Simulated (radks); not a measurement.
The numbers below are computed, except where a source is named.
Isoelectronic series with 43 electrons, each ion in its NIST ground configuration. Code: a radial shooting solver on a logarithmic mesh with Libxc functionals. Model: scalar-relativistic Kohn-Sham, SCAN, spin-polarised, spherical densities, finite nucleus; open shells are filled with parallel spins first (spin-orbit coupling, left out, can overturn this in heavy ions); meta-GGA in the generalised Kohn-Sham scheme; Fermi nuclear charge, rms radius of each element as measured or else 0.836 A^(1/3) + 0.57 fm. Total energies (hartree) and orbital eigenvalues (eV):

| ion | configuration | E (hartree) | 4d down | 4d up | 4p down |
|---|---|---|---|---|---|
| Pd3+ | [Kr] 4d7 | -5044.57253 | -39.9629 | -43.1294 | -91.4026 |
| In6+ | [Kr] 4d7 | -5872.61777 | -101.0238 | -104.9689 | -165.9634 |
| Te9+ | [Kr] 4d7 | -6771.33208 | -180.2260 | -184.8696 | -258.9894 |
| Cs12+ | [Kr] 4d7 | -7741.7389 | -276.3695 | -281.6759 | -369.3572 |
| Ce15+ | [Kr] 4d7 | -8785.0539 | -388.9361 | -394.8834 | -496.6569 |
| Pm18+ | [Kr] 4d7 | -9902.6706 | -517.6530 | -524.2316 | -640.7347 |
| Gd21+ | [Kr] 4d7 | -11096.1229 | -662.3765 | -669.5778 | -801.5619 |
| Ho24+ | [Kr] 4d7 | -12367.2224 | -823.0260 | -830.8452 | -979.1810 |
| Yb27+ | [Kr] 4d7 | -13717.8439 | -999.5648 | -1007.999 | -1173.684 |
